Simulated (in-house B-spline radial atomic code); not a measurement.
## Ionising Rh+ with different functionals

Computed with a B-spline radial code for spherical atoms: non-relativistic Hamiltonian, point nucleus, spin-polarised at highest spin, spherical fractional occupations for the functionals, and exact exchange of hybrids averaged over the configuration. The ionisation energy is the difference of two self-consistent energies, [Kr] 4d8 → [Kr] 4d7, without Breit or QED terms; ε is the level of the shell that loses the electron (its least bound occupied spin orbital). There is no spin-orbit coupling in this Hamiltonian.

```csv
method,rung,ΔSCF (eV),-ε(4d) (eV)
PBE0,global hybrid,18.52,14.62
B3LYP,global hybrid,18.73,14.46
TPSSh,global hybrid,18.51,13.51
M06-2X,global hybrid,18.54,16.74
BHandHLYP,global hybrid,18.22,16.18
r2SCAN0,global hybrid,18.37,14.52
B97-1,global hybrid,18.62,14.39
HSE06,range-separated hybrid,18.52,14.22
wB97X,range-separated hybrid,18.52,17.24
CAM-B3LYP,range-separated hybrid,18.64,16.23
LC-wPBE,range-separated hybrid,18.48,17.48
```

(1) Among the functionals, which spreads more, the ΔSCF values or the orbital energies?

(2) How do they compare with the NIST value?

## Answers

(1) The orbital energies: ΔSCF values span about 0.51 eV and the orbital energies 3.97 eV; here energy differences depend much less on the functional than eigenvalues do.

(2) NIST lists 18.080 eV (semi-empirical, ground level to ground level). Errors run from +0.14 to +0.65 eV; BHandHLYP is closest (+0.14 eV), but part of that can be cancellation, since the calculations leave out relativity, Breit-QED terms, multiplet and fine-structure energies.
